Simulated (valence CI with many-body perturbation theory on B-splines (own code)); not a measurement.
## Level structure of Ar11+

Method: configuration interaction combined with many-body perturbation theory (CI+MBPT): five valence electrons over a frozen Dirac-Fock core [He], a basis of 11 s, 11 p, 10 d, 8 f, 5 g, 2 h functions for each j, with the one-electron correlation potential Σ1 (screened to all orders), the two-electron term Σ2, the three-electron term Σ3, Breit, model QED; selected single and double excitations, second order for the rest, scaled by the run's own slope (own B-spline code, finite nucleus).

No measured levels were compared; by estimate levels of excited configurations hold to 0.05 to 0.15 % of their energy, terms of the ground configuration to about 0.5 %. Among the levels kept, up to 4900 cm⁻¹ of a level comes from second order outside the variational space, and about a tenth of that is noise between levels of different J, which matters for small intervals.

Levels 181 to 194 of 194, with energies above the lowest level, 2s²2p³ ⁴S°_3/2. "Leading %" is the weight of the configuration and term that name the level; weights of strongly mixed levels are sums over their largest components and can fall short. In the jj column 3d3/2^4 stands for four electrons in 3d with j = 3/2. Lifetimes count E1, E2, E3, M1 and M2 decay at the calculated energies, and are blank where another channel may lead or the interval is too uncertain; long ones can be off by a factor of two.

| No. | Configuration | Term | J | E (eV) | Leading % | Leading jj | g | Lifetime |
| --- | --- | --- | --- | --- | --- | --- | --- | --- |
| 181 | 2s2p³3d | ⁴D° | 7/2 | 454.18 | 94 | 2s 2p3/2^3 3d5/2 (40 %) | 1.417 | 674 fs |
| 182 | 2s2p³3d | ²D° | 3/2 | 455.86 | 96 | 2s 2p1/2^2 2p3/2 3d5/2 (32 %) | 0.805 | 1.04 ps |
| 183 | 2s2p³3d | ²F° | 5/2 | 456.98 | 81 | 2s 2p1/2 2p3/2^2 3d5/2 (55 %) | 0.916 | 920 fs |
| 184 | 2s2p³3d | ²D° | 5/2 | 457.19 | 79 | 2s 2p3/2^3 3d5/2 (27 %) | 1.133 | 866 fs |
| 185 | 2s2p³3d | ²F° | 7/2 | 457.38 | 96 | 2s 2p3/2^3 3d3/2 (26 %) | 1.138 | 697 fs |
| 186 | 2s2p³3p | ²P | 1/2 | 458.21 | 95 | 2s 2p1/2 2p3/2^2 3p3/2 (55 %) | 0.694 | 6.00 ps |
| 187 | 2s2p³3p | ²P | 3/2 | 458.45 | 66 | 2s 2p1/2 2p3/2^2 3p1/2 (31 %) | 1.168 | 4.43 ps |
| 188 | 2s2p³3p | ²D | 5/2 | 460.35 | 95 | 2s 2p3/2^3 3p3/2 (40 %) | 1.207 | 3.96 ps |
| 189 | 2s2p³3p | ²D | 3/2 | 460.45 | 63 | 2s 2p3/2^3 3p3/2 (28 %) | 0.989 | 5.18 ps |
| 190 | 2s2p³3d | ²P° | 1/2 | 460.90 | 97 | 2s 2p1/2^2 2p3/2 3d5/2 (43 %) | 0.669 | 400 fs |
| 191 | 2s2p³3d | ²P° | 3/2 | 461.65 | 97 | 2s 2p1/2 2p3/2^2 3d3/2 (33 %) | 1.328 | 385 fs |
| 192 | 2s2p³3p | ²P | 3/2 | 462.13 | 93 | 2s 2p1/2^2 2p3/2 3p3/2 (25 %) | 1.318 | 3.01 ps |
| 193 | 2s2p³3p | ²S | 1/2 | 462.38 | 60 | 2s 2p1/2 2p3/2^2 3p1/2 (36 %) | 1.527 | 5.41 ps |
| 194 | 2s2p³3p | ²P | 1/2 | 463.75 | 63 | 2s 2p3/2^3 3p3/2 (53 %) | 1.129 | 4.18 ps |

Names give the largest LS component (configuration and term), which can be under half, so a name can repeat, a term be missing and a line seem to break the LS rules; names also repeat where a configuration has a term twice.

Where two levels of one J and parity lie close, their mixing, g and order are uncertain.
